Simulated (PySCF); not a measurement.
# Level sweep

Compound: C2H10SSi3.
SMILES: `C([SiH2][SiH2][SiH3])(=S)C`

PySCF, dipoles from the SCF density, polarisabilities from static response with core orbitals frozen. Geometry: PBE0-D3(BJ)/def2-SVP, one conformer, isolated molecule.

**Question.** Compare the levels for these properties.

**Answer.** 

| level | μ (D) | α (au) | anisotropy (au) |
| --- | --- | --- | --- |
| LDA/def2-SVPD | 2.218 | 147.36 | 59.20 |
| PBE/def2-SVPD | 2.190 | 144.02 | 57.47 |
| B3LYP/def2-SVPD | 2.215 | 138.33 | 51.98 |
| PBE0/def2-SVPD | 2.258 | 137.66 | 51.96 |
| BHandHLYP/def2-SVPD | 2.314 | 132.49 | 47.36 |
| CAM-B3LYP/def2-SVPD | 2.249 | 135.05 | 48.64 |
| wB97X-D/def2-SVPD | 2.300 | 134.93 | 48.66 |
| LC-wPBE/def2-SVPD | 2.288 | 131.54 | 46.55 |
| HF/def2-SVPD | 2.566 | 126.67 | 42.61 |
| PBE0/6-31G* | 2.348 | 114.87 | 50.93 |
| PBE0/6-31+G* | 2.292 | 128.05 | 49.75 |
| PBE0/def2-SVP | 2.292 | 120.48 | 50.34 |
| PBE0/aug-cc-pVDZ | 2.254 | 139.81 | 52.84 |
| PBE0/def2-TZVP | 2.231 | 132.69 | 53.17 |

The anisotropy is √(½[(α1 − α2)² + (α2 − α3)² + (α3 − α1)²]). The dipole runs from 2.19 D (PBE/def2-SVPD) to 2.57 D (HF/def2-SVPD). No reference polarisability is at hand; against PBE0 in the largest diffuse basis at hand (aug-cc-pVDZ) the other PBE0 rows deviate by 6-31G* -18%, 6-31+G* -8%, def2-SVP -14%, def2-SVPD -2%, def2-TZVP -5%. In one basis (def2-SVPD) the functionals order the polarisability from HF (lowest) to LDA (highest), a spread of 16%. With PBE0 the polarisability is 122.68 au without diffuse functions (mean of 6-31G*, def2-SVP and def2-TZVP) and 135.17 au with them (mean of 6-31+G*, def2-SVPD and aug-cc-pVDZ).
